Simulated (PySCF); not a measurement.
Species: C6H5OP.
SMILES: `O=Cc1ccccp1`

Torsions of this conformer, `[O:1]=[CH:2][c:3]1[cH:4][cH:5][cH:6][cH:7][p:8]1`: O1–C2–C3–C4 0°.

The closed-shell ground state was solved at several levels (PySCF, density fitting, gas phase, non-relativistic). One conformer (not necessarily the lowest) at the GFN2-xTB geometry, without solvent, vibrations or thermal averaging.

| level | basis functions | total energy (Eh) | HOMO (eV) | LUMO (eV) | gap (eV) | dipole (D) |
| --- | --- | --- | --- | --- | --- | --- |
| PBE0/pcSseg-1 | 168 | -647.6689 | -7.60 | -2.48 | 5.12 | 3.60 |
| CAM-B3LYP/def2-SVPD | 207 | -647.7335 | -8.79 | -1.45 | 7.34 | 3.77 |

**Question.** Estimate the row for PBE0/def2-SVPD, a basis of 207 functions; the other rows only guide the guess.

**Answer.** Total energy -647.4052 Eh, HOMO -7.64 eV, LUMO -2.52 eV, gap 5.12 eV, dipole 3.77 D.

**Question.** How far do the dipole and the HOMO energy spread over the levels?

**Answer.** The dipole runs from 3.60 to 3.77 D (mean 3.71 D) and the HOMO from -8.79 to -7.60 eV.
